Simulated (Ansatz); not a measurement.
BiI3, singlet, at a GFN2-xTB geometry (such geometries of metal compounds can be far from the true shape) (core potentials on Bi, I); REVPBE/def2-SVPD in Ansatz (an electronic-structure program).

Input for Ansatz:
Ansatz 0.2 input:
```yaml
crystal:
  periodic: [false, false, false]
  atoms:
    - {symbol: Bi, position_ang: [-0.00303733, -0.01332568, 0.92117636]}
    - {symbol: I, position_ang: [0.41268267, -2.36086336, -0.51376290]}
    - {symbol: I, position_ang: [1.84681524, 1.54675341, -0.45250688]}
    - {symbol: I, position_ang: [-2.25474133, 0.83497847, -0.47632715]}
basis:
  gaussian:
    orbitals: def2-SVPD
hamiltonian:
  xc: revpbe
accuracy: high
```

### Question
What does Ansatz print? Leave out banner, timings and long lists.

### Answer

```
Functional definition: revPBE
3205 factors; integrals over basis functions are off by at most 3.1e-9 eV
mean field evaluation 1: about -30150.7186 eV, gradient 1.9e1 eV
mean field evaluation 2: about -30141.9603 eV, gradient 5.3e1 eV
mean field evaluation 4: about -30152.2218 eV, gradient 2.1e0 eV
mean field evaluation 8: about -30152.2340 eV, gradient 3.9e-2 eV
mean field evaluation 16: about -30152.2340 eV, gradient 1.4e-5 eV
mean field -30152.23397025 eV, -1108.0741604883 hartree, gradient 6.5e-9 eV, S^2 0.000000; 0 other end points of the search recorded, 0 dependent functions left out
reference -30152.23397555 eV, -1108.0741606832 hartree; 49, 49 occupied and 88, 88 virtual orbitals, 3205 factors
Total energy: -30152.23397555 eV, -1108.0741606832 hartree
```
